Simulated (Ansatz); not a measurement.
Input for Ansatz (a quantum-chemistry and plane-wave program): R-PBE/def2-TZVPP on FHO (SMILES OF).

Ansatz 0.2 input:
```yaml
crystal:
  periodic: [false, false, false]
  atoms:
    - {symbol: O, position_ang: [-0.59678480, 0.39698128, -0.00000000]}
    - {symbol: F, position_ang: [0.66474961, -0.30784404, 0.00000000]}
    - {symbol: H, position_ang: [-1.18766459, -0.38474081, 0.00000000]}
basis:
  gaussian:
    orbitals: def2-TZVPP
hamiltonian:
  xc: {name: PBE}
accuracy: high
phonons: {}
scf: {lower_state_search: off}
```

Output:

```
WARN ansatz: RAYON_NUM_THREADS=1 ignored (pool sized by the plan → 1); use --threads N
Functional definition: PBE
these checks for a lower state are left out or cut short: stability, starts, cluster_reference, orbital_swaps, neighbouring_geometries, increment
integrals: 0.06 GiB planned
1315 factors; integrals over basis functions are off by at most 2.2e-9 eV
mean field: 0.17 GiB planned
mean field evaluation 1: about -4772.3731 eV, gradient 3.5e1 eV
mean field evaluation 2: about -4766.0231 eV, gradient 6.9e1 eV
mean field evaluation 4: about -4774.2994 eV, gradient 3.2e0 eV
mean field evaluation 8: about -4774.3154 eV, gradient 9.4e-3 eV
mean field evaluation 16: about -4774.3154 eV, gradient 1.5e-7 eV
mean field -4774.31537034 eV, -175.4528537128 hartree, gradient 2.1e-8 eV, S^2 0.000000; 0 other end points of the search recorded, 0 dependent functions left out
the calculation of the forces begins
reference -4774.31537203 eV, -175.4528537749 hartree; 9, 9 occupied and 67, 67 virtual orbitals, 1315 factors
these checks for a lower state are left out or cut short: stability, starts, cluster_reference, orbital_swaps, neighbouring_geometries, increment
integrals: 0.06 GiB planned
1315 factors; integrals over basis functions are off by at most 2.2e-9 eV
mean field: 0.17 GiB planned
mean field -4774.31524996 eV, -175.4528492890 hartree, gradient 3.8e-8 eV, S^2 0.000000; 0 other end points of the search recorded, 0 dependent functions left out
the calculation of the forces begins
reference -4774.31525165 eV, -175.4528493512 hartree; 9, 9 occupied and 67, 67 virtual orbitals, 1315 factors
these checks for a lower state are left out or cut short: stability, starts, cluster_reference, orbital_swaps, neighbouring_geometries, increment
integrals: 0.06 GiB planned
1315 factors; integrals over basis functions are off by at most 2.2e-9 eV
mean field: 0.17 GiB planned
mean field evaluation 32: about -4774.3153 eV, gradient 3.8e-8 eV
mean field -4774.31525042 eV, -175.4528493056 hartree, gradient 3.8e-8 eV, S^2 0.000000; 0 other end points of the search recorded, 0 dependent functions left out
the calculation of the forces begins
reference -4774.31525211 eV, -175.4528493678 hartree; 9, 9 occupied and 67, 67 virtual orbitals, 1315 factors
these checks for a lower state are left out or cut short: stability, starts, cluster_reference, orbital_swaps, neighbouring_geometries, increment
integrals: 0.06 GiB planned
1315 factors; integrals over basis functions are off by at most 2.2e-9 eV
mean field: 0.17 GiB planned
mean field -4774.31530598 eV, -175.4528513478 hartree, gradient 4.5e-8 eV, S^2 0.000000; 0 other end points of the search recorded, 0 dependent functions left out
the calculation of the forces begins
reference -4774.31530768 eV, -175.4528514100 hartree; 9, 9 occupied and 67, 67 virtual orbitals, 1315 factors
these checks for a lower state are left out or cut short: stability, starts, cluster_reference, orbital_swaps, neighbouring_geometries, increment
integrals: 0.06 GiB planned
1315 factors; integrals over basis functions are off by at most 2.2e-9 eV
mean field: 0.17 GiB planned
mean field -4774.31530598 eV, -175.4528513477 hartree, gradient 3.5e-8 eV, S^2 0.000000; 0 other end points of the search recorded, 0 dependent functions left out
the calculation of the forces begins
reference -4774.31530767 eV, -175.4528514098 hartree; 9, 9 occupied and 67, 67 virtual orbitals, 1315 factors
these checks for a lower state are left out or cut short: stability, starts, cluster_reference, orbital_swaps, neighbouring_geometries, increment
integrals: 0.06 GiB planned
1315 factors; integrals over basis functions are off by at most 2.2e-9 eV
mean field: 0.17 GiB planned
mean field -4774.31529054 eV, -175.4528507800 hartree, gradient 3.5e-8 eV, S^2 0.000000; 0 other end points of the search recorded, 0 dependent functions left out
the calculation of the forces begins
reference -4774.31529223 eV, -175.4528508422 hartree; 9, 9 occupied and 67, 67 virtual orbitals, 1315 factors
these checks for a lower state are left out or cut short: stability, starts, cluster_reference, orbital_swaps, neighbouring_geometries, increment
integrals: 0.06 GiB planned
1315 factors; integrals over basis functions are off by at most 2.2e-9 eV
mean field: 0.17 GiB planned
mean field -4774.31528983 eV, -175.4528507541 hartree, gradient 3.3e-8 eV, S^2 0.000000; 0 other end points of the search recorded, 0 dependent functions left out
the calculation of the forces begins
reference -4774.31529152 eV, -175.4528508163 hartree; 9, 9 occupied and 67, 67 virtual orbitals, 1315 factors
these checks for a lower state are left out or cut short: stability, starts, cluster_reference, orbital_swaps, neighbouring_geometries, increment
integrals: 0.06 GiB planned
1315 factors; integrals over basis functions are off by at most 2.2e-9 eV
mean field: 0.17 GiB planned
mean field evaluation 64: about -4774.3154 eV, gradient 5.7e-5 eV
mean field -4774.31535891 eV, -175.4528532928 hartree, gradient 2.3e-8 eV, S^2 0.000000; 0 other end points of the search recorded, 0 dependent functions left out
the calculation of the forces begins
reference -4774.31536060 eV, -175.4528533549 hartree; 9, 9 occupied and 67, 67 virtual orbitals, 1315 factors
these checks for a lower state are left out or cut short: stability, starts, cluster_reference, orbital_swaps, neighbouring_geometries, increment
integrals: 0.06 GiB planned
1315 factors; integrals over basis functions are off by at most 2.2e-9 eV
mean field: 0.17 GiB planned
mean field -4774.31535890 eV, -175.4528532923 hartree, gradient 2.5e-8 eV, S^2 0.000000; 0 other end points of the search recorded, 0 dependent functions left out
the calculation of the forces begins
reference -4774.31536059 eV, -175.4528533544 hartree; 9, 9 occupied and 67, 67 virtual orbitals, 1315 factors
these checks for a lower state are left out or cut short: stability, starts, cluster_reference, orbital_swaps, neighbouring_geometries, increment
integrals: 0.06 GiB planned
1315 factors; integrals over basis functions are off by at most 2.2e-9 eV
mean field: 0.17 GiB planned
mean field -4774.31530711 eV, -175.4528513892 hartree, gradient 3.2e-8 eV, S^2 0.000000; 0 other end points of the search recorded, 0 dependent functions left out
the calculation of the forces begins
reference -4774.31530880 eV, -175.4528514513 hartree; 9, 9 occupied and 67, 67 virtual orbitals, 1315 factors
these checks for a lower state are left out or cut short: stability, starts, cluster_reference, orbital_swaps, neighbouring_geometries, increment
integrals: 0.06 GiB planned
1315 factors; integrals over basis functions are off by at most 2.2e-9 eV
mean field: 0.17 GiB planned
mean field -4774.31530726 eV, -175.4528513948 hartree, gradient 3.1e-8 eV, S^2 0.000000; 0 other end points of the search recorded, 0 dependent functions left out
the calculation of the forces begins
reference -4774.31530896 eV, -175.4528514570 hartree; 9, 9 occupied and 67, 67 virtual orbitals, 1315 factors
these checks for a lower state are left out or cut short: stability, starts, cluster_reference, orbital_swaps, neighbouring_geometries, increment
integrals: 0.06 GiB planned
1315 factors; integrals over basis functions are off by at most 2.2e-9 eV
mean field: 0.17 GiB planned
mean field evaluation 96: about -4774.3153 eV, gradient 1.3e-8 eV
mean field -4774.31532093 eV, -175.4528518969 hartree, gradient 1.3e-8 eV, S^2 0.000000; 0 other end points of the search recorded, 0 dependent functions left out
the calculation of the forces begins
reference -4774.31532262 eV, -175.4528519590 hartree; 9, 9 occupied and 67, 67 virtual orbitals, 1315 factors
these checks for a lower state are left out or cut short: stability, starts, cluster_reference, orbital_swaps, neighbouring_geometries, increment
integrals: 0.06 GiB planned
1315 factors; integrals over basis functions are off by at most 2.2e-9 eV
mean field: 0.17 GiB planned
mean field -4774.31532095 eV, -175.4528518977 hartree, gradient 1.5e-8 eV, S^2 0.000000; 0 other end points of the search recorded, 0 dependent functions left out
the calculation of the forces begins
reference -4774.31532264 eV, -175.4528519598 hartree; 9, 9 occupied and 67, 67 virtual orbitals, 1315 factors
Total energy: -4774.31537203 eV, -175.4528537749 hartree
Atom 0 at    -0.596785     0.396981     0.000000 Å, force    -0.000020     0.000005    -0.000000 eV/Å
Atom 1 at     0.664750    -0.307844     0.000000 Å, force     0.000013    -0.000009     0.000000 eV/Å
Atom 2 at    -1.187665    -0.384741     0.000000 Å, force     0.000007     0.000004     0.000000 eV/Å
Dipole moment:    -0.331798    -0.220848    -0.000000 e Å
Vibrations: 938.05 1353.38 3618.72 cm⁻¹, zero-point energy 0.366383 eV
Checks for a lower state left out: stability, starts, cluster_reference, orbital_swaps, neighbouring_geometries, increment
```

The calculation finished and met its thresholds.

Cost: very roughly 14 core-seconds.
